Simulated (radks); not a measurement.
Values are calculated unless marked as measured or tabulated.
Fractional charge and spin in the 5s shell of samarium: the spin-up occupation runs from 0 to 1 and the spin-down occupation from 0 to 1; the fullest corner is Sm2+, [Kr] 4d10 4f(up 3, down 3) 5p6 5s(up 1, down 1). Code: a radial shooting solver on a logarithmic mesh with Libxc functionals. Model: scalar-relativistic Kohn-Sham, LDA (Slater exchange, Perdew-Wang correlation), spin-polarised, spherical densities, point nucleus. Energy (eV) minus the two flat planes that join the four corners (they meet along the diagonal where the two added fractions sum to one electron); zero is where a piecewise linear energy would lie.

down \ up       0    0.25     0.5    0.75       1
0           0.000  -1.325  -1.761  -1.316   0.000
0.25       -1.325  -1.707  -1.211   0.155  -1.249
0.5        -1.761  -1.211   0.206  -1.147  -1.656
0.75       -1.316   0.155  -1.147  -1.606  -1.235
1           0.000  -1.249  -1.656  -1.235   0.000

Corners above the fullest one (they belong to Sm3+ and the next ion): (up 1, down 0) 63.392 eV, (up 0, down 1) 63.392 eV, (up 0, down 0) 141.29 eV. With half an added electron in each spin the energy lies 0.206 eV from the planes, and with half an added electron in spin up alone -1.761 eV. The planes are only a guide here: the flat-plane condition holds for ground states with one frontier orbital, while this shell lies below other occupied shells, so the corners above the fullest one are inner-hole states and not the ground states of those ions.
